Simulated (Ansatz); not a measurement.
The cluster Cu5⁺ was relaxed with PBE-D4 (def2-SVP) in Ansatz in these states: charge +1 singlet, charge +1 triplet. The geometries follow in no particular order.

A:

```
atom   x (Å)   y (Å)   z (Å)
 Cu1  -1.412  -0.175  -1.264
 Cu2   1.520   0.019   1.145
 Cu3  -0.310  -1.390   0.489
 Cu4  -0.650   0.945   0.715
 Cu5   0.852   0.602  -1.086
```

B:

```xyz
5

Cu    0.2336   -1.9154    1.3679
Cu    0.9709    1.0124   -1.9041
Cu   -1.8327   -1.3763    0.5813
Cu    0.0005   -0.0002    0.0001
Cu    0.6277    2.2795   -0.0451
```

**Question.** Judge from the bond lengths which geometry belongs to which state (an estimate).

**Answer.** A is the charge +1 triplet (Cu1–Cu3 2.401 Å, Cu2–Cu5 2.401 Å, Cu2–Cu4 2.398 Å); B is the charge +1 singlet (Cu1–Cu3 2.276 Å, Cu2–Cu5 2.276 Å, Cu2–Cu4 2.365 Å).

At PBE0-D4/def2-TZVP a singlet lies 0.71 eV below the charge +1 triplet. These are the stationary points nearest to one start from a short search; other shapes may lie lower in each state.
